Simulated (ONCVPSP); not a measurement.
Pseudopotential generation for Tm: ONCV, revPBE, scalar-relativistic.

| Property | Result |
| --- | --- |
| Element | thulium (Tm) |
| Generator | ONCVPSP 4.0.1 |
| Type | optimised norm-conserving Vanderbilt (ONCV) |
| Functional | revPBE |
| Relativity | scalar-relativistic |
| Frozen core | [Kr] 4d10 4f12 |
| Valence charge | 11 |
| Reference configuration | 5s2 5p6 5d1 6s2 |
| Partial waves | 5s+6s: rc 1.65 bohr, ncon 4, nbas 7, qcut 5.6 1/bohr, 2 projectors; 5p: rc 2.30 bohr, ncon 3, nbas 8, qcut 6.8 1/bohr, 1 projector; 5d: rc 2.90 bohr, ncon 4, nbas 9, qcut 4.8 1/bohr, 2 projectors, debl 0.9 Ha |
| Local potential | polynomial inside 1.30 bohr (lpopt 5, dvloc0 3 Ha) |
| Core correction | Teter function, fcfact 4.75, rcfact 1 |

All-electron outer shells of the reference configuration (revPBE, scalar-relativistic, ld1.x):

| shell | level (eV) | outermost node (bohr) | outermost maximum (bohr) |
| --- | --- | --- | --- |
| 5s | -57.66 | 0.59 | 1.08 |
| 5p | -30.39 | 0.63 | 1.24 |
| 4f | -9.55 | – | 0.49 |
| 6s | -4.45 | 1.46 | 3.17 |
| 5d | -1.93 | 0.71 | 1.85 |

Calculated quality:

```json
{
  "Cutoffs needed": "16 Ha and 42 Ha (the cutoffs (Ha) at which the residual kinetic energy of the hardest occupied pseudo-wave falls to 1 and 0.1 mHa per electron)",
  "Ghost test": "no bound ghost flagged; GHOST(+) flagged for s at 178.9 eV",
  "Configuration tests": "1 of 4 tests not solved or not reliable",
  "rms error of d²Exc/dni dnj": "5.71 mHa without and 3.49 mHa with the model core"
}
```

Generation and tests took about 5.8 s on one core of a shared server CPU.
